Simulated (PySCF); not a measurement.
These compounds are isomers of formula C8H11FSi.

A. SMILES [C@@H]1(C#CC)[SiH2]/C(=C/C)[C@@H]1F
B. `F[C@@H]1[Si@H](C#C)C[C@@H]1C1CC1`
C. `[C@@H]1(C=C)C=C([SiH2]F)C=CC1`

Spectrum 1. ¹H NMR (300 MHz, computed): δ 6.50 (m, 1H), 5.65 (m, 1H), 4.85 (m, 1H), 4.78 (m, 1H), 2.95 (m, 1H), 2.12 (d, 3H), 2.05 (s, 3H). ¹³C{¹H} NMR (computed): δ 159.0 (CH), 144.9 (C), 91.8 (CH), 87.9 (C), 80.5 (C), 22.4 (CH), 21.2 (CH3), 5.4 (CH3).

Spectrum 2. ¹H NMR (300 MHz, computed): δ 6.38 (m, 1H), 6.22 (m, 1H), 6.16 (m, 1H), 6.00 (m, 1H), 5.47 (m, 1H), 5.42 (m, 1H), 5.37 (m, 1H), 5.33 (m, 1H), 3.05 (m, 1H), 2.18 (m, 1H), 2.14 (m, 1H). ¹³C{¹H} NMR (computed): δ 151.5 (CH), 151.3 (CH), 135.5 (C), 134.1 (CH), 128.8 (CH), 122.6 (CH2), 45.9 (CH), 32.5 (CH2).

Spectrum 3. ¹H NMR (300 MHz, computed): δ 5.28 (m, 1H), 4.94 (m, 1H), 2.19 (d, 1H), 1.79 (m, 1H), 1.77 (m, 1H), 1.43 (m, 1H), 1.29 (m, 1H), 0.62 (m, 1H), 0.56 (m, 1H), 0.12 (m, 1H), 0.07 (m, 1H). ¹³C{¹H} NMR (computed): δ 107.9 (CH), 95.7 (CH), 85.5 (C), 50.0 (CH), 21.9 (CH2), 16.6 (CH), 7.2 (CH2), 5.2 (CH2).

PySCF 2.14.0 with density-fitted response routines calculation with PBE0/pcSseg-1 with gauge-including orbitals and geometry from GFN2-xTB; isolated molecule, one conformer, non-relativistic Hamiltonian, averaged over atoms made equivalent by symmetry, fast rotation or ring inversion.

References, each an isolated molecule treated in the same way: ¹H (σ = 31.72 ppm) and ¹³C (σ = 186.93 ppm) vs TMS. Splittings of carbon signals by F and P are missing where no couplings were computed. Where no couplings were computed, multiplicities follow the n + 1 count of equivalent neighbours, and m marks all less simple cases (inequivalent or close neighbours, rings, F or P nearby). Shifts are as computed. Against solution values, carbons near 30 ppm lie about +3 ppm off and those near 130 ppm about +5 ppm. Of 1309 compounds with measured shifts, 239 miss one by over three times the rms of a fit or turn the order of signals round; such compounds aren't used in these exercises.

Which spectrum belongs to which compound?

## Answers

1–A, 2–C, 3–B.

- Spectrum 1 (A): 8 ¹³C signals; δC 159.0 is an alkene CH; δC 144.9 is a fully substituted alkene carbon.
- Spectrum 2 (C): 8 ¹³C signals; δC 151.5 is an alkene CH; δC 151.3 is an alkene CH.
- Spectrum 3 (B): 8 ¹³C signals; δC 95.7 is an sp3 CH bonded to F and Si; δC 85.5 is an alkyne carbon.
